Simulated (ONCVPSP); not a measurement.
Configuration tests for fluorine (ONCV)

ONCVPSP 4.0.1 input, shortened (lines: element, Z, core and valence counts, functional; n l f; lmax; l rc ep ncon nbas qcut; lloc lpopt rc5 dvloc0; l nproj debl; icmod fcfact rcfact), revPBE, scalar-relativistic:

```
  F 9.00    1    2  -102130      upf
    1    0    2.00
    2    0    1.75
    2    1    5.25
    1
    0    0.85    0.00    3    7    7.50
    1    1.65    0.00    3    8    9.40
    0    5    0.85    0.00
    0    0    2.20
    1    2    1.40
    0    0.00    0.00
```

Energies are relative to the spin-unpolarised reference configuration 2s1.75 2p5.25; without spin polarisation the order of configurations can differ from experiment.

```csv
valence configuration,charge,ΔE all-electron (eV),error AE − PS (meV)
2s2 2p5,0,-4.724,+1.0
2s2 2p4,+1,14.602,+110
2s2 2p3,+2,52.925,+615
```

Q: What are ΔE and the potential's error for 2s1 2p6?

A: ΔE = 14.186 eV all-electron; the error (AE − PS) is +16 meV.
